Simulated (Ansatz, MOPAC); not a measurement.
Species: Si2H4Cl (charge 0, doublet). SMILES: [SiH2][SiH2]Cl

Atoms: Si1, Si2, Cl3, H4, H5, H6, H7. Bonds: Si1-Si2, Si1-H4, Si1-H5, Si2-Cl3, Si2-H6, Si2-H7.

Bond lengths (Å) and angles (degrees) optimised at AM1 with MOPAC; HF/3-21G with Ansatz (a program for electronic structure); HF/6-31G* with Ansatz; B3LYP/LANL2DZ with Ansatz, each started from the B3LYP-D3(BJ)/def2-TZVP structure (Ansatz) of the last column. A row stands for all coordinates that are equal there; 11 of 15 kinds are shown. 6-31G* holds six Cartesian d functions. No wavenumbers were computed at B3LYP/LANL2DZ, so these may be saddle points.

```tsv
coordinate	AM1	HF/3-21G	HF/6-31G*	B3LYP/LANL2DZ	B3LYP-D3(BJ)/def2-TZVP
Si1-Si2	2.415	2.365	2.342	2.333	2.331
Si1-H4	1.460	1.487	1.478	1.486	1.486
Si1-H5	1.460	1.484	1.476	1.483	1.484
Si2-Cl3	2.062	2.207	2.079	2.203	2.076
Si2-H6	1.468	1.477	1.471	1.480	1.479
Si2-H7	1.468	1.479	1.472	1.482	1.482
Si1-Si2-Cl3	113.1	106.9	109.2	108.4	108.1
Si2-Si1-H4	114.5	111.4	111.6	112.5	113.1
Si2-Si1-H5	115.9	112.6	113.0	114.0	113.4
Si1-Si2-H6	106.6	112.0	110.7	111.1	110.4
Si1-Si2-H7	107.9	114.8	113.3	114.4	113.9
```

Mean signed difference of all 6 bond lengths from B3LYP-D3(BJ)/def2-TZVP: AM1 -0.001 Å, HF/3-21G 0.027 Å, HF/6-31G* -0.003 Å, B3LYP/LANL2DZ 0.022 Å.
